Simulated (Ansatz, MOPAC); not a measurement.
Spectroscopic constants of ZnCu, multiplicity 2 (lowest of 2S+1 = 2, 4 at PBE0/def2-TZVPP; our sources give no spin for the ground state, which may be another). No spin–orbit coupling. Cu is treated without relativity. Zn is treated without relativity.

The constants come from a fifth-degree fit in 1/R (seven points, main isotopes). In def2 and cc sets the state is the lowest found near the PBE0 minimum, followed along R.

Codes used: Ansatz (Gaussian orbitals); MOPAC for PM7 (differences of heats of formation). Values without a source in brackets are computed.

```csv
level,r_e (Å),ω_e (cm⁻¹),B_e (cm⁻¹),ω_e x_e (cm⁻¹),dipole (D)
PM7,2.511,471,0.0843,1.4,-
PBE/def2-TZVPP,2.407,189,0.0918,1.4,0.49
r2SCAN/def2-TZVPP,2.358,204,0.0956,1.4,0.49
B97M-V/def2-TZVPP,2.439,174,0.0894,1.4,0.49
B3LYP/def2-TZVPP,2.469,163,0.0872,1.6,0.45
PBE0/def2-TZVPP,2.445,173,0.0889,1.4,0.31
BHLYP/def2-TZVPP,2.531,143,0.0830,1.7,0.25
CAM-B3LYP/def2-TZVPP,2.445,169,0.0889,1.7,0.34
wB97X-V/def2-TZVPP,2.456,168,0.0881,1.6,0.13
wB97M-V/def2-TZVPP,2.459,168,0.0879,1.6,0.05
B2PLYP/def2-TZVPP,2.438,173,0.0894,1.7,-
```

Correlated levels freeze the inner cores; with def2 sets outer-core shells near the valence are correlated too. The state that PM7 reach isn't checked; PM7 holds dispersion and hydrogen-bond terms.

Ansatz is a quantum-chemistry and plane-wave program.
